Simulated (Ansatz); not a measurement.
One geometry of Ge18BH28, a doped nanocrystal cut from the lattice of germanium (B on a surface site), several levels of theory.

```yaml
crystal:
  periodic: [false, false, false]
  atoms:
    - {symbol: Ge, position_ang: [-3.528194, -0.628151, -2.008919]}
    - {symbol: Ge, position_ang: [-3.519897, 2.025194, 0.619985]}
    - {symbol: Ge, position_ang: [-0.901242, -3.461509, -1.528769]}
    - {symbol: B, position_ang: [-0.827001, -0.629400, 0.628353]}
    - {symbol: Ge, position_ang: [2.000363, -3.436902, 0.759101]}
    - {symbol: Ge, position_ang: [2.021086, -0.669310, -2.042834]}
    - {symbol: Ge, position_ang: [1.994465, -0.761548, 3.439375]}
    - {symbol: Ge, position_ang: [-0.716737, 2.081483, -2.090112]}
    - {symbol: Ge, position_ang: [2.013243, 2.046319, 0.672403]}
    - {symbol: Ge, position_ang: [-0.909161, 1.525819, 3.460461]}
    - {symbol: Ge, position_ang: [-2.432549, -2.478113, -3.121950]}
    - {symbol: Ge, position_ang: [-1.950627, 0.600124, -0.600480]}
    - {symbol: Ge, position_ang: [-2.423883, 3.132350, 2.473577]}
    - {symbol: Ge, position_ang: [0.725056, 0.754471, -3.526629]}
    - {symbol: Ge, position_ang: [0.600163, -1.819739, -0.428151]}
    - {symbol: Ge, position_ang: [0.595946, 0.427737, 1.822265]}
    - {symbol: Ge, position_ang: [3.439203, -2.411612, 2.414733]}
    - {symbol: Ge, position_ang: [3.500997, 0.806230, -0.798696]}
    - {symbol: Ge, position_ang: [0.721597, 3.522523, -0.763740]}
    - {symbol: H, position_ang: [-4.192974, 0.320589, -3.027127]}
    - {symbol: H, position_ang: [-4.644184, -1.224678, -1.126274]}
    - {symbol: H, position_ang: [-4.646481, 1.153101, 1.212271]}
    - {symbol: H, position_ang: [-4.170126, 3.046632, -0.335173]}
    - {symbol: H, position_ang: [-1.680950, -4.154941, -0.394150]}
    - {symbol: H, position_ang: [0.043316, -4.507261, -2.164398]}
    - {symbol: H, position_ang: [-1.506692, -1.345044, 1.339496]}
    - {symbol: H, position_ang: [1.069334, -4.439219, 1.474348]}
    - {symbol: H, position_ang: [2.800979, -4.221823, -0.300734]}
    - {symbol: H, position_ang: [2.827840, -1.735194, -2.818595]}
    - {symbol: H, position_ang: [1.059484, -1.482936, 4.433212]}
    - {symbol: H, position_ang: [2.789835, 0.295642, 4.232855]}
    - {symbol: H, position_ang: [-1.690320, 2.928001, -2.940507]}
    - {symbol: H, position_ang: [2.815246, 2.828205, 1.737304]}
    - {symbol: H, position_ang: [-1.700516, 0.391852, 4.142080]}
    - {symbol: H, position_ang: [0.030353, 2.150986, 4.517363]}
    - {symbol: H, position_ang: [-3.449254, -3.557871, -3.549564]}
    - {symbol: H, position_ang: [-1.649382, -2.028351, -4.365893]}
    - {symbol: H, position_ang: [-3.442405, 3.565684, 3.549251]}
    - {symbol: H, position_ang: [-1.631080, 4.371401, 2.027035]}
    - {symbol: H, position_ang: [-0.099874, -0.085416, -4.519943]}
    - {symbol: H, position_ang: [1.682790, 1.649131, -4.341105]}
    - {symbol: H, position_ang: [4.644544, -1.735227, 1.741385]}
    - {symbol: H, position_ang: [3.967068, -3.436388, 3.438490]}
    - {symbol: H, position_ang: [4.550294, 0.011424, 0.000239]}
    - {symbol: H, position_ang: [4.243563, 1.763258, -1.753589]}
    - {symbol: H, position_ang: [-0.106875, 4.518765, 0.068723]}
    - {symbol: H, position_ang: [1.683639, 4.333702, -1.656964]}
basis:
  gaussian: {orbitals: def2-TZVP, fitting: {mean_field: def2-universal-jkfit}, initial_orbitals: start.molden}
magnetization: {spin_polarized: true, initial_magnetization: 1}
hamiltonian: {xc: pbe, dispersion: d4}
scf: {omitted_lower_state_checks: [starts]}
output: {orbitals: {seedname: orbitals}}
```

The file start.molden holds the orbitals of an earlier run on this structure, at another level or in another basis.

```sh
$ ansatz run in.yaml --threads 11 --pin off --events-out ev --progress --plain --max-ram 120832MiB --backend cuda --devices 0, --max-vram 75GiB
```

It prints (some lines left out):

```
Functional definition: PBE
5367 factors; integrals over basis functions are off by at most 5.9e-1 eV
mean field evaluation 1: about -1018312.5616 eV, gradient 2.4e1 eV
mean field evaluation 2: about -1018313.5330 eV, gradient 1.2e0 eV
mean field evaluation 4: about -1018313.5051 eV, gradient 8.7e-2 eV
mean field evaluation 8: about -1018313.5052 eV, gradient 1.3e-5 eV
mean field -1018313.50516421 eV, -37422.3310771002 hartree, gradient 1.3e-5 eV, S^2 0.752072; 0 other end points of the search recorded, 0 dependent functions left out
reference -1018313.50526884 eV, -37422.3310809450 hartree; 305, 304 occupied and 758, 759 virtual orbitals, 5367 factors
Total energy: -1018316.58753277 eV, -37422.4443520554 hartree
Checks for a lower state left out: starts
```

Hardware: 11 threads of AMD EPYC 7R13 on a shared host and a whole NVIDIA H100 80GB HBM3. Wall time 8 s.

As the first input, with `gaussian: {orbitals: def2-SVP, initial_orbitals: start.molden}`, `correlation: {method: mp2}` and without the key `hamiltonian` (abridged; 18 s):

```
Functional definition: HF
mean field -1017516.70546270 eV, -37393.0492281598 hartree, gradient 2.5e-6 eV, S^2 0.777080
163 core orbitals not correlated: weight in the atoms' cores, before any rotation towards them, 1.000 or more for the frozen orbitals, at most 0.000 for the correlated occupied ones
second order -116.97173657 eV of doubles, -0.00000000 eV of singles
Total energy: -1017633.67719927 eV, -37397.3478601924 hartree
Checks for a lower state left out: starts
```

As the first input, with `hamiltonian: {xc: pbe0, dispersion: d4}`, `output: {forces: true, orbitals: {seedname: orbitals}}` (abridged; 24 s):

```
Functional definition: PBE0
mean field -1018341.18306099 eV, -37423.3482210461 hartree, gradient 1.3e-5 eV, S^2 0.755942
Total energy: -1018343.99469212 eV, -37423.4515465843 hartree
Atom 0 force     0.024750     0.010346     0.016162 eV/Å
Atom 1 force     0.026624    -0.019537    -0.008022 eV/Å
Atom 2 force    -0.016402     0.015398     0.041045 eV/Å
Atom 3 force    -0.216444    -0.102936     0.098855 eV/Å
Atom 4 force     0.000376    -0.006434     0.006669 eV/Å
Atom 5 force    -0.005601     0.006108     0.016757 eV/Å
Atom 6 force    -0.001453    -0.004683     0.003345 eV/Å
Atom 7 force    -0.004526    -0.015825     0.013291 eV/Å
Atom 8 force    -0.005224    -0.019022    -0.012301 eV/Å
Atom 9 force    -0.017433    -0.038975    -0.004171 eV/Å
Atom 10 force    -0.022882    -0.003002    -0.034384 eV/Å
Atom 11 force     0.014697    -0.036602     0.035942 eV/Å
Atom 12 force    -0.026335     0.031776     0.000006 eV/Å
Atom 13 force    -0.007701    -0.002739     0.008389 eV/Å
Atom 14 force     0.026438     0.050887     0.045818 eV/Å
Atom 15 force     0.035638    -0.042889    -0.056827 eV/Å
Atom 16 force     0.015183    -0.006033    -0.000130 eV/Å
Atom 17 force    -0.009028    -0.005460     0.008934 eV/Å
Atom 18 force    -0.009415    -0.009266     0.004905 eV/Å
Atom 19 force     0.012963    -0.001665    -0.000350 eV/Å
Atom 20 force     0.001731     0.005174     0.010190 eV/Å
Atom 21 force     0.001121    -0.007650    -0.004339 eV/Å
Atom 22 force     0.011191     0.000736     0.000991 eV/Å
Atom 23 force     0.008907     0.011366     0.000695 eV/Å
Atom 24 force     0.010259     0.018073     0.008041 eV/Å
Atom 25 force     0.171263     0.174619    -0.171258 eV/Å
Atom 26 force    -0.006469     0.009873    -0.006908 eV/Å
Atom 27 force    -0.006531     0.013491    -0.006824 eV/Å
Atom 28 force    -0.013758     0.001103     0.013036 eV/Å
Atom 29 force    -0.007959     0.005729    -0.004817 eV/Å
Atom 30 force    -0.006723     0.008911    -0.013005 eV/Å
Atom 31 force     0.002390    -0.008789     0.011293 eV/Å
Atom 32 force    -0.013898    -0.012601    -0.000292 eV/Å
Atom 33 force     0.009390     0.002466    -0.012677 eV/Å
Atom 34 force     0.009016    -0.010252    -0.021312 eV/Å
Atom 35 force     0.015580     0.006498     0.004670 eV/Å
Atom 36 force     0.012813     0.010566     0.003674 eV/Å
Atom 37 force     0.015224    -0.003841    -0.006129 eV/Å
Atom 38 force     0.012661    -0.006367    -0.008850 eV/Å
Atom 39 force    -0.007938    -0.010851     0.012536 eV/Å
Atom 40 force     0.001027    -0.002826     0.006005 eV/Å
Atom 41 force    -0.001133     0.014197    -0.013579 eV/Å
Atom 42 force    -0.008558     0.008523    -0.007991 eV/Å
Atom 43 force    -0.007891    -0.011314     0.007618 eV/Å
Atom 44 force    -0.005138    -0.000915     0.000774 eV/Å
Atom 45 force    -0.010611    -0.007801     0.011192 eV/Å
Atom 46 force    -0.000191    -0.007564     0.003333 eV/Å
Dipole moment:     0.085533    -0.012885     0.014211 e Å
Checks for a lower state left out: starts
```

The first input with `gaussian: {orbitals: def2-SVP, fitting: {mean_field: def2-universal-jkfit}, initial_orbitals: start.molden}`, `hamiltonian: {xc: pbe0, dispersion: d4}` (abridged; 11 s):

```
Functional definition: PBE0
mean field -1018212.57018830 eV, -37418.6217851516 hartree, gradient 1.4e-5 eV, S^2 0.755321
Total energy: -1018215.38180947 eV, -37418.7251103238 hartree
Checks for a lower state left out: starts
```

As the first input, with `gaussian: {orbitals: def2-SVP, fitting: {mean_field: def2-universal-jkfit}, initial_orbitals: start.molden}` (abridged; 5.5 s):

```
Functional definition: PBE
mean field -1018184.35769699 eV, -37417.5849952191 hartree, gradient 2.3e-5 eV, S^2 0.751808
Total energy: -1018187.44005404 eV, -37417.6982697512 hartree
Checks for a lower state left out: starts
```

Geometry: r2SCAN-D4/def2-SVP.

Correlated methods freeze 163 core orbitals; core or outer-core shells of Ge are correlated, in sets that lack core-valence functions. Single mean-field runs in def2-SVP, def2-TZVP are fitted with def2-universal-jkfit.
